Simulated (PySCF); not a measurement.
**Calculated NMR parameters of tetraethylsilane**

```yaml
Formula: C8H20Si
SMILES: CC[Si](CC)(CC)CC
Degrees_of_unsaturation: 0
Carbon_signals: 2
Proton_signals: 2
```

Structure with atom numbers: `[CH3:1][CH2:2][Si:3]([CH2:4][CH3:5])([CH2:6][CH3:7])[CH2:8][CH3:9]`. Each H is labelled by its parent atom.

PySCF calculation with structure optimised with PBE0-D3(BJ)/def2-SVP and shieldings: GIAO PBE0/pcSseg-1; a single conformation, non-relativistic, no solvent, equivalent nuclei averaged.

Scale: 1H (σ = 31.27 ppm) and 13C (σ = 184.41 ppm) and 29Si (σ = 351.99 ppm) vs TMS (reference shieldings calculated alike).

| carbon | δC, type | δH (multiplicity) | HMBC from (2–3 bonds) | span of the C tensor (ppm) |
| --- | --- | --- | --- | --- |
| C1/C5/C7/C9 | 8.6, CH3 | 0.93 (t) | H(C2)/H(C4)/H(C6)/H(C8) | 16 |
| C2/C4/C6/C8 | 2.9, CH2 | 0.40 (q) | H(C1)/H(C5)/H(C7)/H(C9), H(C2)/H(C4)/H(C6)/H(C8) | 29 |

Other nuclei:
```csv
atoms,nucleus,environment,δ (ppm),σ (ppm)
Si3,29Si,silicon bonded to 4 C,8.8,343.2
```

- Carbon types of the structure: 4 × CH2, 4 × CH3, which accounts for all hydrogens.
- δC 8.6: methyl carbon; a saturated carbon with 1 carbon neighbour and no heteroatom attached.
- δC 2.9: sp3 CH2 bonded to Si; an electropositive neighbour leaves it electron-rich and shielded.
- δH 0.93: hydrogen on a methyl carbon.
- δH 0.40: hydrogen on an sp3 CH2 bonded to Si; an electropositive neighbour shields it, as in TMS itself.

Shifts are as computed. Against solution values, carbons near 30 ppm lie about +2 ppm off and those near 130 ppm about +5 ppm. Of 1211 compounds with measured shifts, 218 miss one by over three times the rms of a fit or turn the order of signals round; such compounds aren't used in these exercises. No couplings were computed; multiplicities are counted from neighbouring protons, with m where these are inequivalent, close in shift, in a saturated or five-membered ring or joined by F or P, and br s for small geminal =CH2 splittings.
